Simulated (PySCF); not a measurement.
## Working out the ionisation energy of Zr+

Zr+ [Kr] 4d2 5s1 (4F) → Zr(2+) [Kr] 4d2 (3F). All numbers are calculated (PySCF 2.14, a scalar-relativistic core potential, in aug-cc-pVDZ-PP with ECP28MDF (5s5p4d2f, 54 functions)). Frozen: 4s2 4p6. Energies in hartree (1 hartree = 27.21139 eV):

| part | Zr+ (lower) | Zr(2+) (upper) |
| --- | --- | --- |
| UHF | -46.110366 | -45.660034 |
| MP2 opposite-spin | 0.000000 | 0.000000 |
| MP2 same-spin | -0.009077 | -0.002157 |

**Question.** What does Hartree-Fock give?

**Answer.** (-45.660034) − (-46.110366) = 0.450332 hartree = 12.254 eV.

**Question.** What do MP2 and SCS-MP2 (6/5 opposite-spin, 1/3 same-spin) give?

**Answer.** The opposite-spin parts differ by 0.000 eV and the same-spin parts by 0.188 eV. MP2: 12.254 + (0.000) + (0.188) = 12.442 eV. SCS-MP2: 12.254 + 1.2 × (0.000) + (0.188)/3 = 12.317 eV.

Reference: 13.13 eV (measured; NIST Atomic Spectra Database, ionization energies), between the lowest levels; spin-orbit coupling is absent from the calculation.

A double-zeta basis recovers only part of the correlation energy.

What remains against the reference includes basis incompleteness, the frozen core and correlation beyond second order.
